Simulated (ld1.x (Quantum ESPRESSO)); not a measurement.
## Transferability test, TM semilocal potential for platinum (Pt)

* Element: platinum (Pt)
* Generator: ld1.x (Quantum ESPRESSO) 7.5
* Type: norm-conserving Troullier–Martins (semilocal form)
* Functional: PBE
* Relativity: scalar-relativistic
* Frozen core: [Xe] 4f14
* Valence charge: 10
* Reference configuration: 5d9 6s1 6p0
* Partial waves: 6s (bound): rc 3.04 bohr; 5d (bound): rc 2.04 bohr; 6p (bound, empty): rc 4.60 bohr
* Local potential: the p channel
* Core correction: none

Energies are relative to the spin-unpolarised reference configuration 5d9 6s1 6p0; without spin polarisation the order of configurations can differ from experiment.

```json
{"valence configuration": "5d9 6s0 6p0", "charge": "+1", "ΔE all-electron (eV)": "9.194", "error AE − PS (meV)": "+2.8"}
{"valence configuration": "5d8 6s0 6p0", "charge": "+2", "ΔE all-electron (eV)": "29.160", "error AE − PS (meV)": "-7.9"}
{"valence configuration": "5d7 6s0 6p0", "charge": "+3", "ΔE all-electron (eV)": "61.376", "error AE − PS (meV)": "-84"}
{"valence configuration": "5d10 6s0 6p0", "charge": "0", "ΔE all-electron (eV)": "-0.018", "error AE − PS (meV)": "-3.8"}
{"valence configuration": "5d6 6s0 6p0", "charge": "+4", "ΔE all-electron (eV)": "107.029", "error AE − PS (meV)": "-280"}
{"valence configuration": "5d9 6s0.5 6p0", "charge": "+0.5", "ΔE all-electron (eV)": "3.694", "error AE − PS (meV)": "-0.1"}
```

**Question.** What are ΔE and the potential's error for 5d9 6s0 6p1?

**Answer.** ΔE = 5.049 eV all-electron; the error (AE − PS) is +8.3 meV.

Levels in the configuration 5d9 6s0 6p0:

| level | all-electron (eV) | pseudo (eV) |
| --- | --- | --- |
| 5d | -14.304 | -14.299 |
